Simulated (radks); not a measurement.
The numbers below are computed, except where a source is named.
Q: All-electron atom: neutral boron in [He] 2s2 2p1 (the NIST ground configuration). Level of theory: non-relativistic Kohn-Sham, LDA (Slater exchange, Perdew-Wang correlation), spin-polarised, spherical densities, point nucleus; open shells are filled with parallel spins first; hard spherical wall at 12 bohr (a radial shooting solver on a logarithmic mesh with Libxc functionals). Some entries of the table are withheld. Estimate them.

| orbital | occ. | eigenvalue (hartree) | <r> (bohr) | <1/r> (bohr^-1) |
|---|---|---|---|---|
| 1s up | 1 | -6.56302 | 0.3327 | 4.611 |
| 1s down | 1 | -6.55054 | 0.3320 | 4.618 |
| 2s up | 1 | -0.36011 | 1.949 | 0.7405 |
| 2s down | 1 | -0.31888 | 1.996 | 0.7233 |
| 2p up | 1 | -0.15053 | 2.231 | 0.6105 |
| 2p down | 0 | -0.11344 | 2.388 | 0.5801 |
| 3s up | 0 | 0.00904 | 6.267 | 0.2117 |
| 3s down | 0 | 0.01546 | 6.418 | 0.2060 |
| 3p up | 0 | (1) | 6.738 | 0.2041 |
| 3p down | 0 | (2) | 6.824 | 0.2073 |
| 3d up | 0 | 0.07687 | 6.906 | 0.1601 |
| 3d down | 0 | 0.08071 | 7.037 | 0.1560 |

A: 
(1) 3p up eigenvalue (hartree): 0.04629
(2) 3p down eigenvalue (hartree): 0.05282
